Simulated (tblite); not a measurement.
Species: C₃H₁₂N₂OSi.
Z-matrix (Å and degrees, GFN2-xTB geometry), rows numbered from 1:
```
C 
N   1  1.4454
C   2  1.4599  1  113.33
Si  3  1.9133  2  115.18  1    65.41
N   4  1.7327  3  115.34  2    38.58
O   4  1.6232  3  101.89  2   156.86
C   6  1.3946  4  126.00  3   178.46
H   1  1.0895  2  108.91  3   178.75
H   1  1.0900  2  108.38  3    60.84
H   1  1.0997  2  113.88  3   -59.49
H   2  1.0165  1  109.24  3   121.56
H   3  1.0917  2  106.67  1   -58.40
H   3  1.0931  2  106.74  1  -171.87
H   4  1.4674  3  114.40  2   -81.57
H   5  1.0063  4  120.10  3   -62.41
H   5  1.0082  4  118.75  3    77.56
H   7  1.0924  6  110.48  4   -68.11
H   7  1.0907  6  108.15  4   172.37
H   7  1.0917  6  110.97  4    52.18
```

Method: GFN2-xTB as coded in tblite; computed harmonic values from a numerical Hessian at the method's own geometry, unscaled. The method is semi-empirical: single wavenumbers can be off by several per cent or more. Modes of hydrogen on silicon can be 10 to 20 % off. One conformer, not necessarily the lowest.

Harmonic wavenumbers (cm⁻¹): 41.0, 87.2, 89.6, 101.6, 122.3, 162.7, 176.8, 217.3, 256.8, 289.9, 339.2, 423.5, 481.1, 653.0, 691.1, 717.5, 755.1, 772.2, 821.4, 869.9, 892.4, 977.6, 1065.3, 1121.3, 1133.9, 1135.4, 1153.0, 1173.9, 1258.2, 1269.9, 1405.5, 1415.0, 1419.1, 1470.1, 1481.4, 1489.5, 1492.7, 1502.7, 1520.7, 2211.2, 2863.0, 2949.8, 2951.0, 2965.6, 2970.0, 2985.0, 3004.7, 3009.6, 3340.9, 3469.5, 3514.6.

A = 4522, B = 1116, C = 997.9 MHz; mass 120.072 u (most abundant isotopes); point group C1, symmetry number 1.

Question: What is the zero-point energy?

Answer: ½Σν̃ = 34341 cm⁻¹ = 410.81 kJ/mol.

Question: Entropy at 350 K, 1 bar (ideal gas, RRHO, classical rotation)?

Answer: Translation 171.90, rotation 121.44, vibration 167.10: S = 460.4 J/(mol K).

Question: And Cp and H(350 K) − H(0)?

Answer: Cp = 185.78 J/(mol K), of which vibrations give 152.52 (their classical limit is 51 R = 424.0); H(350 K) − H(0) = 40.92 kJ/mol without the zero-point energy, 29.28 from vibrations.

Question: How do the functions run with temperature in this model?

Answer: 
```json
{"T (K)": "100", "S (J/(mol K))": "297.9", "Cp (J/(mol K))": "91.7", "H − H(0) (kJ/mol)": "6.12", "G − H(0) (kJ/mol)": "-23.67", "ln q(vib)": "2.20"}
{"T (K)": "200", "S (J/(mol K))": "373.7", "Cp (J/(mol K))": "129.8", "H − H(0) (kJ/mol)": "17.27", "G − H(0) (kJ/mol)": "-57.47", "ln q(vib)": "5.52"}
{"T (K)": "300", "S (J/(mol K))": "433.3", "Cp (J/(mol K))": "167.0", "H − H(0) (kJ/mol)": "32.09", "G − H(0) (kJ/mol)": "-97.89", "ln q(vib)": "8.58"}
{"T (K)": "500", "S (J/(mol K))": "535.5", "Cp (J/(mol K))": "236.2", "H − H(0) (kJ/mol)": "72.70", "G − H(0) (kJ/mol)": "-195.04", "ln q(vib)": "14.21"}
{"T (K)": "800", "S (J/(mol K))": "663.1", "Cp (J/(mol K))": "306.5", "H − H(0) (kJ/mol)": "154.97", "G − H(0) (kJ/mol)": "-375.50", "ln q(vib)": "21.87"}
{"T (K)": "1000", "S (J/(mol K))": "735.1", "Cp (J/(mol K))": "338.2", "H − H(0) (kJ/mol)": "219.60", "G − H(0) (kJ/mol)": "-515.47", "ln q(vib)": "26.52"}
```

q(vib) and H(0) count from the zero-point level.

Question: What must be added to the electronic energy to get the Gibbs energy at 350 K and 1 bar?

Answer: ZPE + [H(350 K) − H(0)] − T·S = 410.81 + 40.92 − 161.16 = 290.57 kJ/mol.

Question: Which modes carry the vibrational entropy at 350 K?

Answer: 41.0 cm⁻¹: 23.13; 87.2 cm⁻¹: 16.89; 89.6 cm⁻¹: 16.67; 101.6 cm⁻¹: 15.63; 122.3 cm⁻¹: 14.12; 162.7 cm⁻¹: 11.81 J/(mol K); the other 45 give 68.85 together.

Hindered rotation and anharmonicity are outside this model. Other conformers, if any are populated, would add a mixing term that is left out. The structure is chiral; the term R ln 2 for an equal mix with its mirror image is left out.
